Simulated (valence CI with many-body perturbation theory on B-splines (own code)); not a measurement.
**Level structure of Ca5+**

Level of theory: relativistic CI+MBPT: five valence electrons over a frozen Dirac-Fock core [Ne], radial functions for each j: 11 s, 11 p, 10 d, 8 f, 5 g, 2 h, with the one-electron correlation potential Σ1 (screened to all orders), the two-electron term Σ2, the three-electron term Σ3, Breit, model QED; selected single and double excitations, second order for the rest, scaled by the run's own slope (own B-spline code, finite nucleus).

Set against measurement, 6 paired levels are off by 111 cm⁻¹ on average, the worst by 180. These come from a selection out of Sugar and Corliss, J. Phys. Chem. Ref. Data 8, 865 (1979). Levels without a partner in it may be off by more. Among the levels kept, up to 3400 cm⁻¹ of a level comes from second order outside the variational space, and about a tenth of that is noise between levels of different J, which matters for small intervals.

Levels 136 to 167 of 167, with energies above the lowest level, 3s2 3p3 4S°_3/2. "Leading %" is the weight of the configuration and term that name the level; weights of strongly mixed levels are sums over their largest components and can fall short. Lifetimes count E1, E2, E3, M1 and M2 decay at the calculated energies, and are blank where another channel may lead or the interval is too uncertain; long ones can be off by a factor of two.

```
No.  Configuration  Term     J  E (eV)  Leading %  Lifetime     Second component
136     3s2 3p2 4p   2D°   5/2  63.917         74   83.9 ps    8 % 3s 3p3 3d 2D°
137      3s 3p3 3d   2F°   5/2  64.342         74   34.8 ps   7 % 3s2 3p2 4p 2F°
138      3s 3p3 3d   2F°   7/2  64.361         76   36.9 ps   9 % 3s2 3p2 4p 2F°
139     3s2 3p 3d2   2P°   3/2  64.576         32   23.9 ps   28 % 3s 3p3 3d 2P°
140     3s2 3p2 4p   2P°   1/2  64.769         31   32.7 ps  22 % 3s2 3p 3d2 2P°
141     3s2 3p2 4p   2P°   1/2  65.043         59   42.8 ps  16 % 3s2 3p 3d2 2P°
142     3s2 3p2 4p   2P°   3/2  65.156         80   87.2 ps   5 % 3s2 3p 3d2 2P°
143     3s2 3p 3d2   4D°   1/2  66.209         82   45.3 ps   10 % 3s 3p3 3d 4D°
144     3s2 3p 3d2   4D°   3/2  66.259         82   45.5 ps   10 % 3s 3p3 3d 4D°
145     3s2 3p 3d2   4D°   5/2  66.341         81   45.9 ps   10 % 3s 3p3 3d 4D°
146     3s2 3p 3d2   4D°   7/2  66.469         81   46.4 ps   11 % 3s 3p3 3d 4D°
147     3s2 3p 3d2   2H°   9/2  66.927         92    116 ps                     
148     3s2 3p2 4p   2P°   1/2  66.928         73   63.1 ps   12 % 3s 3p3 3d 2P°
149     3s2 3p2 4p   2P°   3/2  66.944         69   57.2 ps   17 % 3s 3p3 3d 2P°
150     3s2 3p 3d2   2F°   5/2  67.171         57   34.0 ps   32 % 3s 3p3 3d 2F°
151     3s2 3p 3d2   2H°  11/2  67.271         92    117 ps                     
152     3s2 3p 3d2   2F°   7/2  67.390         57   34.3 ps   32 % 3s 3p3 3d 2F°
153     3s2 3p 3d2   4P°   1/2  67.524         83   33.2 ps   11 % 3s 3p3 3d 4P°
154     3s2 3p 3d2   4P°   3/2  67.611         83   33.0 ps   11 % 3s 3p3 3d 4P°
155     3s2 3p 3d2   4F°   3/2  67.680         84   19.9 ps    8 % 3s 3p3 3d 4F°
156      3s 3p3 4s   6S°   5/2  67.692         95   1.40 ns                     
157     3s2 3p 3d2   4F°   5/2  67.715         82   20.2 ps    7 % 3s 3p3 3d 4F°
158     3s2 3p 3d2   4P°   5/2  67.759         79   33.0 ps   10 % 3s 3p3 3d 4P°
159     3s2 3p 3d2   4F°   7/2  67.764         84   20.1 ps   10 % 3s 3p3 3d 4F°
160      3s 3p3 3d   2P°   1/2  67.797         62   23.5 ps  14 % 3s2 3p2 4p 2P°
161      3s 3p3 3d   2P°   3/2  67.809         60   24.1 ps  17 % 3s2 3p2 4p 2P°
162     3s2 3p 3d2   4F°   9/2  67.810         84   20.2 ps   10 % 3s 3p3 3d 4F°
163      3s 3p3 3d   2D°   3/2  68.350         41   31.9 ps  34 % 3s2 3p 3d2 2D°
164      3s 3p3 3d   2D°   5/2  68.370         39   30.2 ps  32 % 3s2 3p 3d2 2D°
165     3s2 3p 3d2   2G°   7/2  69.103         62   31.1 ps   28 % 3s 3p3 3d 2G°
166     3s2 3p 3d2   2G°   9/2  69.152         62   31.0 ps   28 % 3s 3p3 3d 2G°
167      3s 3p3 4s   4S°   3/2  69.950         92   40.0 ps
```

Names give the largest LS component (configuration and term), which can be under half, so a name can repeat, a term be missing and a line seem to break the LS rules; names also repeat where a configuration has a term twice.

Where two levels of one J and parity lie close, their mixing, g and order are uncertain.
